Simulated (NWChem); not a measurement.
**Correlation energy of ClSi (+1)**

```xyz
2

Si     0.0000     0.0000     1.0934
Cl     0.0000     0.0000    -0.9005
```
Charge +1, spin multiplicity 1.

Everything below was run with NWChem. The geometry was optimised at PBE/def2-SVP, a minimum by its harmonic frequencies.

Basis set: def2-TZVP. Each correlation energy counts from its own Hartree-Fock reference.

The correlated methods keep 10 core orbitals frozen. The structure started from a generated list of species. Coupled-cluster values serve here as a point of comparison, not as the truth.

```
method        correlation energy (mHa)
------------  ------------------------
CCSD(T)                            [?]
MP2                             -253.0
CCSD+T(CCSD)                    -294.9
CCSD                            -280.8
CR-CCSD[T]                      -292.1
CR-CCSD(T)                         [?]
SCS-MP2                            [?]
```

Problem. Complete the blanks.

Solution. 
- CCSD(T), correlation energy (mHa): -294.5
- CR-CCSD(T), correlation energy (mHa): -291.8
- SCS-MP2, correlation energy (mHa): -252.3
